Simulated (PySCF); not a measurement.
**Fractional electron number in Pt⁻ (platinum, charge -1)**

The 6s beta orbital of [Xe] 4f14 5d9 6s2 is emptied in steps (occupation f), with all orbitals relaxed, ending at [Xe] 4f14 5d9 6s1. Computed with PySCF 2.14 in def2-TZVPPD with the def2 core potential (60 electrons), with a scalar-relativistic core potential. The exact energy is a straight line in f; departures are measured from the line between the end points of the same method.

| f | UHF (eV) | PBE (eV) |
| --- | --- | --- |
| 1 | 0.000 | 0.000 |
| 0.75 | 0.059 | -0.548 |
| 0.5 | 0.075 | -0.730 |
| 0.25 | 0.054 | -0.571 |
| 0 | 0.000 | 0.000 |

**Question.** For UHF, how does the orbital energy at f = 1 compare with the removal energy?

**Answer.** −ε = 0.558 eV against a total-energy difference of 0.228 eV. By Janak's theorem ε = ∂E/∂f, so the gap between them reflects the curvature. Along the path −ε is 0.375 (f = 0.75), 0.215 (f = 0.5), 0.074 (f = 0.25) eV.

| method | E(f=0) − E(f=1) (eV) | −ε at f=1 (eV) | −ε at f=0.5 (eV) |
| --- | --- | --- | --- |
| UHF | 0.228 | 0.558 | 0.215 |
| PBE | 1.945 | -0.960 | 1.974 |

At f = 1 the orbital energy is positive for PBE: only the finite basis holds the electron.

Reference removal energy between the ground levels: 2.125 eV (measured; photodetachment measurements, as compiled on the Wikipedia data page of electron affinities). The calculation has no spin-orbit coupling. UHF lacks correlation.
